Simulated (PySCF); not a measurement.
Mayer bond orders and bond lengths

Compound: CFN₂O₂S (charge -1).
Numbering: `[N:1]#[C:2][N-:3][S:4](=[O:5])(=[O:6])[F:7]`

Geometry (PBE0-D3(BJ)/def2-SVP, Å), atoms numbered from 1 in this order:
```
atom  x, y, z in Å
N1     2.698    0.241    0.188
C2     1.567    0.473   -0.011
N3     0.337    0.849   -0.284
S4    -0.875   -0.090    0.076
O5    -0.718   -0.918    1.261
O6    -2.123    0.613   -0.138
F7    -0.852   -1.197   -1.142
```

Bond orders from the PBE0/pcSseg-1 density (PySCF). The structure is a single PBE0-D3(BJ)/def2-SVP conformer in the gas phase; no vibrational or solvent corrections. The pcSseg-1 basis has no diffuse functions, a weakness for an anion.

Question: Where do the orders between heavy atoms depart from those drawn in the SMILES?

Answer: The largest departure is 0.283, at N3–S4 (drawn single, 1.283). Drawn single, order above 1.12: C2–N3 (1.233) and N3–S4 (1.283). Drawn single, order below 0.88: S4–F7 (0.783). The SMILES, with its formal charges, is one Lewis structure only.

Question: Set the Mayer orders of the bonds beside their lengths.

Answer: 
```json
{"bond": "N1–C2", "drawn as": "triple", "length (Å)": "1.171", "Mayer order": "2.921"}
{"bond": "C2–N3", "drawn as": "single", "length (Å)": "1.314", "Mayer order": "1.233"}
{"bond": "N3–S4", "drawn as": "single", "length (Å)": "1.575", "Mayer order": "1.283"}
{"bond": "S4–O5", "drawn as": "double", "length (Å)": "1.454", "Mayer order": "1.767"}
{"bond": "S4–O6", "drawn as": "double", "length (Å)": "1.448", "Mayer order": "1.771"}
{"bond": "S4–F7", "drawn as": "single", "length (Å)": "1.646", "Mayer order": "0.783"}
```

Bonds between the same two heavy elements. C–N: lowest C2–N3 (1.233, 1.314 Å), highest N1–C2 (2.921, 1.171 Å). O–S: all 2 within 0.02 of one another (1.767 to 1.771).

Question: Sum the orders of all bonds at each heavy atom with more than one neighbour and set the sums beside the valence in the SMILES.

Answer: C2 4.154 (drawn 4), N3 2.516 (drawn 2), S4 5.604 (drawn 6). Orders between atoms that aren't bonded are not in these sums.

Mayer orders depend on the basis set.

The run behind these numbers computed NMR shieldings as well. The run took 9.2 s of wall time on Arm Neoverse V1, one thread, shared host with 32 logical CPUs at a one-minute load of 12, and the process peaked at 0.61 GiB of memory.
